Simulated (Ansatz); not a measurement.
Gas-phase electronic energies from Ansatz, PBE0-D4/def2-TZVP geometries. CBS: MP2 limit from def2 TZ/QZ plus the TZ coupled-cluster correction, frozen cores. This one scheme is used for every species. Functionals use def2-TZVPP. HSE06 is defined as in plane-wave codes. One conformer a species, not always the lowest.

Reaction (hydrogenolysis of the Si–B bond): `B[Si](O)(F)F` + H₂ → `O[SiH](F)F` + BH₃

CCSD(T)/CBS gives -10.2 kcal/mol.

Task: Another level gave -10.7 kcal/mol. Which?
A. PBE/def2-TZVPP
B. BHLYP/def2-TZVPP
C. HSE06/def2-TZVPP
D. CCSD(T)/def2-TZVPP

Result: D. CCSD(T)/def2-TZVPP -10.7, PBE -7.8, BHLYP -13.0, HSE06 -9.5 kcal/mol.

Largest T1 diagnostic among the species: 0.012.

At CCSD(T), def2-SVP lies −1.3 kcal/mol from the extrapolated value and def2-TZVPP −0.5 kcal/mol. The D4 term adds +1.6 kcal/mol with B3LYP and +0.9 kcal/mol with PBE0; it sums over pairs of atoms, weighted by their polarisabilities, and B3LYP, whose exchange is more repulsive, gets the larger term.

B3LYP here is the variant with VWN-RPA as its local correlation; programs differ in this.
